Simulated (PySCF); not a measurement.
## SMILES O=[SH]c1ccc[se]1, C4H4OSSe

Cartesian coordinates in Å; atom numbers follow the order of the lines, from 1:
```xyz
11

O     2.701    1.591    0.050
S     2.468    0.171    0.330
C     0.678    0.059    0.142
C    -0.190   -0.969    0.334
C    -1.542   -0.610    0.124
C    -1.733    0.694   -0.211
Se   -0.159    1.666   -0.301
H     2.691   -0.481   -0.917
H     0.123   -1.962    0.608
H    -2.350   -1.314    0.226
H    -2.682    1.157   -0.412
```

Method used: GIAO PBE0/pcSseg-1 magnetisability, rotational g tensor and spin-rotation constants, non-relativistic, gas phase (PySCF 2.14.0). Geometry: GFN2-xTB.

The calculation is non-relativistic, which matters for the atoms heavier than Zn.

Problem. What are the magnetisability and the molar susceptibility?

Solution. Isotropic -1328 × 10⁻³⁰ J/T², or -80.0 × 10⁻⁶ cm³/mol; principal values -1851, -1118, -1016 × 10⁻³⁰ J/T², anisotropy 790 × 10⁻³⁰ J/T² (root of half the summed squared differences of the principal values). The susceptibility is in cgs units.

Problem. Split it along the inertial axes a, b, c into diamagnetic and paramagnetic parts about the centre of mass, with the quadrupole moment.

Solution. 
```tsv
axis	χ (10⁻⁶ cm³/mol)	diamagnetic (10⁻⁶ cm³/mol)	paramagnetic (10⁻⁶ cm³/mol)	summed x² of all electrons (Å²)	quadrupole Θ (D Å)
a	-61.8	-492.9	431.1	209.3	+2.10
b	-66.7	-950.9	884.2	101.3	+3.40
c	-111.5	-1317.9	1206.4	14.8	-5.49
```
Anisotropies 2χaa − χbb − χcc = +54.6 and 2χbb − χaa − χcc = +39.8 × 10⁻⁶ cm³/mol. Θ is traceless in Buckingham's convention.

Problem. And the rotational g tensor?

Solution. 
| axis | rotational constant (GHz) | g | nuclear part | electronic part |
| --- | --- | --- | --- | --- |
| a | 2.8931 | -0.0585 | 0.5274 | -0.5860 |
| b | 1.3315 | -0.0243 | 0.5288 | -0.5531 |
| c | 0.9182 | +0.0048 | 0.5252 | -0.5204 |

Asymmetric top; isotopes 12C, 1H, 16O, 32S, 80Se; no vibrational averaging.
